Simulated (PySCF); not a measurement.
PySCF job for GeH6Si, SMILES [SiH3][GeH3], PBE0-D3(BJ)/def2-TZVP. Coordinates come from a PBE0-D3(BJ)/def2-TZVP optimisation.

```python
import numpy as np
from pyscf import gto, scf, dft
from pyscf.hessian import thermo

mol = gto.M(
    atom='''
    Si    0.00000000    0.00000000    1.60200750
    Ge   -0.00000000    0.00000000   -0.77558276
    H     1.20902332    0.69802994    2.11318477
    H    -1.20902333    0.69802994    2.11318476
    H    -0.00000001   -1.39605988    2.11318477
    H     1.24668791   -0.71977560   -1.31633697
    H    -1.24668790   -0.71977560   -1.31633698
    H     0.00000000    1.43955120   -1.31633697
    ''',
    basis='def2-TZVP',
    charge=0,
    spin=0,
    max_memory=1600,
    verbose=3,
)
mf = dft.RKS(mol, xc='pbe0').density_fit(auxbasis='def2-universal-jkfit')
mf.disp = 'd3bj'
mf.grids.level = 3
mf.conv_tol = 1e-11
mf.max_cycle = 100
mf.kernel()

# [left out here: the lines that compute and print the analytic Hessian (its translational invariance restored by hand, since the grid's response is missing), thermochemistry and intensities]
```

Output:

```
converged SCF energy = -2369.70990339816

WARN: DFTD3 does not support analytical Hessian, using finite difference


WARN: Mole.unit (angstrom) is changed to Bohr

Mode                                 0                   1                   2
Irrep
Freq [cm^-1]                      118.4183            358.0992            358.2953
Reduced mass [au]                   1.0080              9.2622              1.0218
Force const [Dyne/A]                0.0083              0.6998              0.0773
Char temp [K]                     170.3776            515.2249            515.5071
Normal mode                   x     y     z       x     y     z       x     y     z
       0  Si                 0.00  0.00  0.00    0.00 -0.00 -0.15   -0.00  0.01 -0.00
       1  Ge                -0.00  0.00 -0.00    0.00 -0.00  0.06   -0.00  0.01  0.00
       2   H                 0.21 -0.36  0.00    0.00  0.00 -0.16    0.01 -0.17  0.22
       3   H                 0.21  0.36  0.00   -0.00  0.00 -0.16   -0.01 -0.17  0.23
       4   H                -0.41 -0.00 -0.00   -0.00 -0.00 -0.16    0.00 -0.16 -0.45
       5   H                 0.20  0.35  0.00   -0.01  0.00  0.04   -0.01 -0.23  0.28
       6   H                 0.20 -0.35 -0.00    0.01  0.00  0.04    0.02 -0.23  0.26
       7   H                -0.40 -0.00 -0.00   -0.00 -0.01  0.04    0.01 -0.20 -0.54
Mode                                 3                   4                   5
Irrep
Freq [cm^-1]                      358.3058            593.7674            593.7693
Reduced mass [au]                   1.0218              1.1543              1.1543
Force const [Dyne/A]                0.0773              0.2398              0.2398
Char temp [K]                     515.5222            854.2991            854.3018
Normal mode                   x     y     z       x     y     z       x     y     z
       0  Si                -0.01 -0.00 -0.00    0.06 -0.00 -0.00    0.00  0.06 -0.00
       1  Ge                -0.01 -0.00  0.00   -0.02  0.00 -0.00   -0.00 -0.02 -0.00
       2   H                 0.16 -0.01 -0.40   -0.16  0.04  0.44    0.02 -0.19  0.28
       3   H                 0.16  0.01  0.38   -0.16 -0.02 -0.47   -0.04 -0.20  0.24
       4   H                 0.18  0.00  0.01   -0.21  0.01  0.02   -0.01 -0.14 -0.53
       5   H                 0.21  0.02  0.46    0.17  0.03  0.35    0.05  0.22 -0.18
       6   H                 0.21 -0.01 -0.48    0.17 -0.05 -0.33   -0.04  0.22 -0.21
       7   H                 0.24  0.00  0.01    0.24 -0.01 -0.02    0.01  0.14  0.39
Mode                                 6                   7                   8
Irrep
Freq [cm^-1]                      783.0552            884.1786            884.1822
Reduced mass [au]                   1.0525              1.0163              1.0163
Force const [Dyne/A]                0.3802              0.4681              0.4681
Char temp [K]                    1126.6422           1272.1362           1272.1413
Normal mode                   x     y     z       x     y     z       x     y     z
       0  Si                -0.00 -0.00 -0.03    0.00 -0.00  0.00    0.00  0.00 -0.00
       1  Ge                 0.00 -0.00 -0.02    0.00 -0.01 -0.00    0.01  0.00  0.00
       2   H                -0.06 -0.03  0.18    0.03 -0.03 -0.03   -0.01 -0.03  0.07
       3   H                 0.06 -0.03  0.18   -0.03 -0.03 -0.04   -0.00  0.03 -0.06
       4   H                 0.00  0.07  0.18    0.00  0.02  0.08    0.05 -0.00 -0.01
       5   H                 0.15 -0.09  0.50    0.36  0.49  0.19   -0.12 -0.40  0.28
       6   H                -0.15 -0.09  0.50   -0.37  0.53  0.15   -0.07  0.33 -0.30
       7   H                -0.00  0.17  0.50   -0.05 -0.12 -0.34   -0.72  0.01  0.02
Mode                                 9                  10                  11
Irrep
Freq [cm^-1]                      885.9058            940.0224            940.0229
Reduced mass [au]                   1.0924              1.0336              1.0336
Force const [Dyne/A]                0.5051              0.5381              0.5381
Char temp [K]                    1274.6212           1352.4829           1352.4837
Normal mode                   x     y     z       x     y     z       x     y     z
       0  Si                 0.00 -0.00 -0.05    0.03 -0.01  0.00   -0.01 -0.03  0.00
       1  Ge                 0.00 -0.00  0.01    0.00 -0.00 -0.00   -0.00 -0.00 -0.00
       2   H                -0.16 -0.09  0.48   -0.24  0.56 -0.16   -0.30  0.31  0.24
       3   H                 0.16 -0.09  0.48    0.08 -0.11  0.29    0.37  0.63  0.02
       4   H                 0.00  0.18  0.48   -0.66 -0.05 -0.13    0.32 -0.11 -0.26
       5   H                -0.06  0.04 -0.19    0.00 -0.01  0.01    0.04  0.06  0.00
       6   H                 0.06  0.04 -0.19   -0.03  0.05 -0.00   -0.02  0.03  0.01
       7   H                -0.00 -0.07 -0.19   -0.07 -0.00 -0.00    0.03 -0.00 -0.01
Mode                                12                  13                  14
Irrep
Freq [cm^-1]                     2144.1018           2151.6045           2151.6094
Reduced mass [au]                   1.0123              1.0241              1.0241
Force const [Dyne/A]                2.7419              2.7934              2.7934
Char temp [K]                    3084.8851           3095.6799           3095.6869
Normal mode                   x     y     z       x     y     z       x     y     z
       0  Si                 0.00  0.00 -0.00   -0.00 -0.00  0.00   -0.00  0.00 -0.00
       1  Ge                -0.00  0.00 -0.01    0.01  0.00 -0.00    0.00 -0.01 -0.00
       2   H                 0.02  0.01  0.00    0.04  0.02  0.02   -0.02 -0.01 -0.01
       3   H                -0.02  0.01  0.00    0.03 -0.02 -0.02    0.02 -0.01 -0.01
       4   H                 0.00 -0.03  0.00   -0.00  0.00 -0.00   -0.00 -0.05  0.02
       5   H                -0.47  0.27  0.18   -0.55  0.33  0.25   -0.35  0.18  0.15
       6   H                 0.47  0.27  0.18   -0.56 -0.34 -0.25    0.33  0.16  0.14
       7   H                -0.00 -0.54  0.18    0.03 -0.02  0.01    0.00  0.75 -0.29
Mode                                15                  16                  17
Irrep
Freq [cm^-1]                     2217.9377           2230.7509           2230.7561
Reduced mass [au]                   1.0190              1.0517              1.0517
Force const [Dyne/A]                2.9534              3.0834              3.0835
Char temp [K]                    3191.1186           3209.5539           3209.5614
Normal mode                   x     y     z       x     y     z       x     y     z
       0  Si                -0.00 -0.00  0.02    0.00 -0.04 -0.00    0.04  0.00  0.00
       1  Ge                -0.00 -0.00 -0.00    0.00 -0.00 -0.00    0.00  0.00 -0.00
       2   H                -0.47 -0.27 -0.19    0.31  0.17  0.13   -0.56 -0.33 -0.24
       3   H                 0.47 -0.27 -0.19   -0.34  0.18  0.14   -0.55  0.32  0.24
       4   H                -0.00  0.54 -0.19    0.00  0.74 -0.28    0.01 -0.02  0.01
       5   H                -0.02  0.01  0.01   -0.02  0.01  0.01   -0.04  0.02  0.02
       6   H                 0.02  0.01  0.01    0.02  0.01  0.01   -0.04 -0.02 -0.02
       7   H                -0.00 -0.02  0.01    0.00  0.05 -0.02    0.00 -0.00  0.00
temperature 298.1500 [K]
pressure 101325.00 [Pa]
Rotational constants [GHz] 41.55946 3.61387 3.61387
Symmetry number 3
Zero-point energy (ZPE) 0.04744 [Eh]   124559.863 [J/mol]
                           tot       elec      trans        rot        vib
Entropy [J/mol/K]       292.761      0.000    166.996     90.851     34.914
Cv [J/mol/K]             74.616      0.000     12.472     12.472     49.672
Cp [J/mol/K]             82.930      0.000     20.786     12.472     49.672
Internal energy [J/mol]                      3718.434   3718.434 130947.611
Internal energy [Eh]   -2369.65720  -2369.70990
Enthalpy [J/mol]                             6197.391   3718.434 130947.611
Enthalpy [Eh]          -2369.65625
Gibbs free energy [J/mol]                  -43592.538 -23368.807 120538.064
Gibbs free energy [Eh] -2369.68950
static polarisability / bohr^3: [[ 5.6709e+01 -0.0000e+00 -0.0000e+00]
 [-0.0000e+00  5.6709e+01 -4.0000e-03]
 [-0.0000e+00  0.0000e+00  7.6077e+01]]
largest difference of analytic and finite-field dipole derivatives / e: 0.0012691310836411285
mode   freq/cm-1   IR/(km/mol)   Raman/(A^4/amu)   depolarisation
   1      118.42         0.000             0.000            0.750
   2      358.10         0.466            18.167            0.182
   3      358.30        17.047             0.026            0.748
   4      358.31        17.049             0.026            0.750
   5      593.77         0.000             3.047            0.750
   6      593.77         0.000             3.040            0.750
   7      783.06       360.796             2.086            0.355
   8      884.18        24.931            23.757            0.750
   9      884.18        24.930            23.747            0.750
  10      885.91       100.606             1.571            0.306
  11      940.02        45.900            12.044            0.750
  12      940.02        45.900            12.043            0.750
  13     2144.10        71.427           283.012            0.002
  14     2151.60        97.755           136.478            0.750
  15     2151.61        97.744           136.423            0.750
  16     2217.94        51.794           291.938            0.002
  17     2230.75        96.138            89.846            0.750
  18     2230.76        96.145            89.886            0.750
max |gradient| / (hartree/bohr): 3.4289990503718335e-05
APT charges: [ 0.7095  0.7032 -0.2347 -0.2347 -0.2347 -0.2362 -0.2362 -0.2363]
```

The run converged.

Cost: about 4 core-minutes (a rough figure).
